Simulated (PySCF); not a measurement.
## Magnesium: a sound run and one with changed settings

Sound run: Mg⁺ [Ne] 3s1, Mg²⁺ [Ne]. Computed with PySCF 2.14 in cc-pVTZ-DK, with scalar relativity by spin-free X2C-1e. The sound run starts from symmetry-adapted Hartree-Fock orbitals and uses a fine grid where one is needed.

Changed run: radial step 0.5 in ln r (0.13 in the sound run). This setting is unsound on purpose.

| species | method | sound run (hartree) | changed run (hartree) | converged |
| --- | --- | --- | --- | --- |
| Mg⁺ | UHF | -199.67643 | -199.67643 | yes |
| Mg⁺ | BP86 | -200.11631 | -200.10418 | yes |
| Mg⁺ | r2SCAN | -200.07745 | -200.08317 | yes |
| Mg²⁺ | UHF | -199.13457 | -199.13457 | yes |
| Mg²⁺ | BP86 | -199.55496 | -199.54362 | yes |
| Mg²⁺ | r2SCAN | -199.52465 | -199.53399 | yes |

Ionisation energy of Mg⁺:

```csv
method,sound run (eV),changed run (eV)
UHF,14.745,14.745
BP86,15.275,15.254
r2SCAN,15.043,14.944
```

A coarse radial grid mis-integrates the density and the exchange-correlation energy, with errors of either sign; Hartree-Fock needs no grid.

For comparison, NIST gives 15.035 eV between the lowest levels.
